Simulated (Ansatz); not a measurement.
Reaction (ligand exchange at the Si–I bond): `O[SiH](F)[SiH2]I` + HBr → `O[SiH](F)[SiH2]Br` + HI

Gas-phase electronic energies from Ansatz, PBE0-D4/def2-TZVP geometries. CCSD(T)/CBS is the MP2 limit (def2-TZVPP, def2-QZVPP) plus CCSD(T) − MP2 in def2-TZVPP, frozen cores. DFT in def2-TZVPP. Elements past krypton have def2 core potentials. For Br, I outer-core shells are correlated without core-valence functions, which leaves a few kJ/mol of doubt a bond. Scalar relativity is left out up to krypton. One conformer a species, not always the lowest.

| level | ΔE (kJ/mol) |
| --- | --- |
| r2SCAN-D4 | -3.2 |
| BHLYP-D4 | -3.9 |
| B2PLYP | -5.3 |
| PBE | -2.2 |

Task: What does CCSD(T)/CBS give? (Best estimate.)

Result: Ansatz gave: -1.2 kJ/mol. The listed levels differ from it by -2.0, -2.7, -4.1, -1.0 kJ/mol.

Largest T1 diagnostic among the species: 0.011.

In def2-TZVPP, CCSD(T) changes the Hartree–Fock value by +5.2 kJ/mol (the triples alone add +1.4 kJ/mol) and MP2 by +8.9 kJ/mol. Leaving LDA and LC-ωPBE aside and taking each functional with its dispersion term where it has one, the values, not all of them listed here, spread over 6.1 kJ/mol, from B97M-V to PBE-D4.
